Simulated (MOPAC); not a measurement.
MOPAC input (PM7):

```
PM7 PRECISE GNORM=0.05 LET XYZ GEO-OK AUX(PRECISION=9) THREADS=1
C2H3N

C    -1.10482799 1    0.00685239 1   -0.02645507 1
N     0.31271397 1   -0.00193952 1    0.00748792 1
C     1.47683890 1   -0.00915969 1    0.03536285 1
H    -1.46003960 1   -0.68901516 1   -0.78610308 1
H    -1.49901660 1   -0.29209176 1    0.94448251 1
H    -1.46200701 1    1.00852736 1   -0.26424163 1
```

Output:

```
 *******************************************************************************
 **                                                                           **
 **                              MOPAC v23.2.5                                **
 **                                                                           **
 *******************************************************************************
 ** MOPAC's Digital Object Identifier: https://doi.org/10.5281/zenodo.6511958 **
 **                                                                           **
 ** Please cite the open-source release paper for use of this MOPAC version:  **
 ** J. E. Moussa and J. J. P. Stewart (2026)                                  **
 ** MOPAC: An open-source semiempirical molecular orbital program             **
 ** J. Open Source Softw., 11(119), 8025, https://doi.org/10.21105/joss.08025 **
 *******************************************************************************

                              PM7 CALCULATION RESULTS

 *******************************************************************************
 *  PM7        - The PM7 Hamiltonian to be used
 *  GEO-OK     - OVERRIDE INTERATOMIC DISTANCE AND OTHER SAFETY CHECKS
 *  LET        - OVERRIDE SOME SAFETY CHECKS
 *  PRECISE    - TIGHTER CRITERIA TO BE USED
 *  XYZ        - CARTESIAN COORDINATE SYSTEM TO BE USED
 *  GNORM      - EXIT WHEN GRADIENT NORM DROPS BELOW 0.050
 *  AUX        - OUTPUT AUXILIARY INFORMATION
 *******************************************************************************
PM7 PRECISE GNORM=0.05 LET XYZ GEO-OK AUX(PRECISION=9) THREADS=1
 C2H3N

   ATOM   CHEMICAL          X               Y               Z
  NUMBER   SYMBOL      (ANGSTROMS)     (ANGSTROMS)     (ANGSTROMS)

     1       C         -1.10482799  *   0.00685239  *  -0.02645507  *
     2       N          0.31271397  *  -0.00193952  *   0.00748792  *
     3       C          1.47683890  *  -0.00915969  *   0.03536285  *
     4       H         -1.46003960  *  -0.68901516  *  -0.78610308  *
     5       H         -1.49901660  *  -0.29209176  *   0.94448251  *
     6       H         -1.46200701  *   1.00852736  *  -0.26424163  *

          CARTESIAN COORDINATES

    NO.       ATOM           X           Y           Z

     1         C         -1.1048      0.0069     -0.0265
     2         N          0.3127     -0.0019      0.0075
     3         C          1.4768     -0.0092      0.0354
     4         H         -1.4600     -0.6890     -0.7861
     5         H         -1.4990     -0.2921      0.9445
     6         H         -1.4620      1.0085     -0.2642

 General Reference for PM7:
 "Optimization of Parameters for Semiempirical Methods VI: More Modifications to the
 NDDO Approximations and Re-optimization of Parameters", J. J. P. Stewart, J. Mol. Mod., 1:32, 19 (2013)
 https://link.springer.com/article/10.1007/s00894-012-1667-x

           Empirical Formula: C2 H3 N  =     6 atoms

      MOLECULAR POINT GROUP   :   C3v

      RHF CALCULATION, NO. OF DOUBLY OCCUPIED LEVELS = 8

          Geometry optimization using EF

          DIAGONAL MATRIX USED AS START HESSIAN

 CYCLE:     1  GRAD.:    44.741 HEAT:  39.55334
 CYCLE:     2  GRAD.:   642.383 HEAT:  96.10274
 CYCLE:     3  GRAD.:    89.258 HEAT:  44.04490
 CYCLE:     4  GRAD.:   517.415 HEAT:  64.79473
 CYCLE:     5  GRAD.:   291.035 HEAT:  71.01327
 CYCLE:     6  GRAD.:   170.488 HEAT:  43.33072
 CYCLE:     7  GRAD.:    49.936 HEAT:  39.54189
 CYCLE:     8  GRAD.:     5.955 HEAT:  38.92543
 CYCLE:     9  GRAD.:     0.772 HEAT:  38.91228
 CYCLE:    10  GRAD.:     0.194 HEAT:  38.91215
 CYCLE:    11  GRAD.:     0.020 HEAT:  38.91215

     GRADIENT =  0.01970 IS LESS THAN CUTOFF =  0.05000

 -------------------------------------------------------------------------------
 PM7 PRECISE GNORM=0.05 LET XYZ GEO-OK AUX(PRECISION=9) THREADS=1
 C2H3N

     GEOMETRY OPTIMISED USING EIGENVECTOR FOLLOWING (EF).
     SCF FIELD WAS ACHIEVED

                              PM7 CALCULATION
                                                       MOPAC v23.2.5 Linux

          FINAL HEAT OF FORMATION =         38.91215 KCAL/MOL =     162.80843 KJ/MOL

          COSMO AREA              =         85.01 SQUARE ANGSTROMS
          COSMO VOLUME            =         65.43 CUBIC ANGSTROMS

          GRADIENT NORM           =          0.01970          =       0.00804 PER ATOM
          IONIZATION POTENTIAL    =         11.595995 EV
          HOMO LUMO ENERGIES (EV) =        -11.596  2.588
          NO. OF FILLED LEVELS    =          8
          MOLECULAR WEIGHT        =         41.0524         POINT GROUP:  C3v

          MOLECULAR DIMENSIONS (Angstroms)

            Atom       Atom       Distance
            H     5    C     3     3.16458
            H     6    H     4     1.79377
            C     3    H     4     1.46791

          SCF CALCULATIONS        =         12

   ATOM   CHEMICAL          X               Y               Z
  NUMBER   SYMBOL      (ANGSTROMS)     (ANGSTROMS)     (ANGSTROMS)

     1       C         -1.10209572  *   0.00683013  *  -0.02639633  *
     2       N          0.31586419  *  -0.00195655  *   0.00756651  *
     3       C          1.49163346  *  -0.00925256  *   0.03571570  *
     4       H         -1.48398337  *  -0.69586454  *  -0.79420599  *
     5       H         -1.52335440  *  -0.29496476  *   0.95374431  *
     6       H         -1.48597302  *   1.01871066  *  -0.26711435  *

                             CARTESIAN COORDINATES

   1    C       -1.102095718     0.006830135    -0.026396329
   2    N        0.315864190    -0.001956550     0.007566514
   3    C        1.491633457    -0.009252565     0.035715699
   4    H       -1.483983373    -0.695864540    -0.794205992
   5    H       -1.523354400    -0.294964759     0.953744314
   6    H       -1.485973023     1.018710661    -0.267114352

           Empirical Formula: C2 H3 N  =     6 atoms

      MOLECULAR POINT GROUP   :   C3v

                  EIGENVALUES
 -36.35231 -26.25272 -18.98561 -15.73286 -15.73275 -11.97498 -11.59604 -11.59599
   2.58843   2.58844   2.60741   4.97507   4.97521   5.53244   7.69455

              NET ATOMIC CHARGES AND DIPOLE CONTRIBUTIONS

  ATOM NO.   TYPE          CHARGE      No. of ELECS.   s-Pop       p-Pop
    1          C          -0.180456        4.1805     1.04816     3.13230
    2          N          -0.533191        5.5332     1.57134     3.96185
    3          C           0.261248        3.7388     1.71339     2.02537
    4          H           0.150797        0.8492     0.84920
    5          H           0.150801        0.8492     0.84920
    6          H           0.150800        0.8492     0.84920
 DIPOLE           X         Y         Z       TOTAL
 POINT-CHG.    -1.237     0.008    -0.030     1.237
 HYBRID        -1.587     0.010    -0.038     1.588
 SUM           -2.824     0.018    -0.068     2.825

          ATOMIC ORBITAL ELECTRON POPULATIONS

     Atom    s        px        py        pz
    1  C   1.04816   0.80759   1.16245   1.16226
    2  N   1.57134   1.11317   1.42442   1.42426
    3  C   1.71339   0.86430   0.58046   0.58061
    4  H   0.84920
    5  H   0.84920
    6  H   0.84920

 **********************
 *                    *
 * JOB ENDED NORMALLY *
 *                    *
 **********************

 == MOPAC DONE ==
```

The geometry given is a B3LYP-D3(BJ)/def2-TZVP minimum.
